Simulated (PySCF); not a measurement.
Gas-phase reaction: ZnCH3 + 3 CH3 → ZnH2 + 2 C2H5

Energies from PySCF, thermal terms from the rigid-rotor harmonic-oscillator model, ideal gas at 1 bar. S°(298 K) at PBE0/def2-TZVP differs from the NASA 1993 table for C2H5 (+9 J/mol/K); whether the harmonic model or the table's entry is off was not settled. † marks an energy on the PBE0/def2-TZVP geometry and frequencies; other levels use their own. MP2 and CCSD(T) freeze the core. Open shells (unrestricted): ZnCH3 (multiplicity 2), CH3 (multiplicity 2), C2H5 (multiplicity 2); the rest are closed-shell singlets. Zn: all electrons, no relativistic terms. ZnCH3, ZnH2: computed as isolated molecules; such fragments, hydroxides, amides, oligomers or adducts are transient or little studied in the gas. MP2 isn't extrapolated to the basis-set limit; its ΔH°(298 K) is -264.4 kJ in def2-SVP and -256.6 kJ in def2-TZVPP. CCSD(T) isn't extrapolated to the basis-set limit; its ΔH°(298 K) is -259.4 kJ in def2-SVP and -249.9 kJ in def2-TZVPP. The harmonic model lacks anharmonicity and excited electronic states, which grow with temperature; levels with a mode under 35 cm⁻¹ are left out. Internal rotation in C2H5 is treated as a harmonic vibration of one conformer, which makes the entropy rough.

| level | ΔE electronic, kJ | ΔH°(298 K), kJ | ΔS°(298 K), J/K | ΔG°(2000 K), kJ |
|---|---|---|---|---|
| BLYP/def2-TZVP† | -247 | -237 | -125 | 9 |
| CCSD(T)/def2-TZVPP† | -260 | -250 | -125 | -4 |
| HF/def2-TZVP† | -156 | -146 | -125 | 99 |
| M06-2X/def2-TZVP† | -254 | -244 | -125 | 2 |
| MP2/def2-SVP† | -274 | -264 | -125 | -19 |
| PBE/def2-TZVP† | -275 | -264 | -125 | -19 |
| PBE0/def2-SVP† | -288 | -278 | -125 | -33 |
| PBE0/def2-TZVP | -269 | -259 | -125 | -13 |
| ωB97M-V/def2-TZVP† | -283 | -273 | -125 | -27 |
| ωB97X-V/def2-TZVP† | -293 | -283 | -125 | -38 |
ΔH° is lowest at ωB97X-V/def2-TZVP† and highest at HF/def2-TZVP†. No reference value is set beside these.
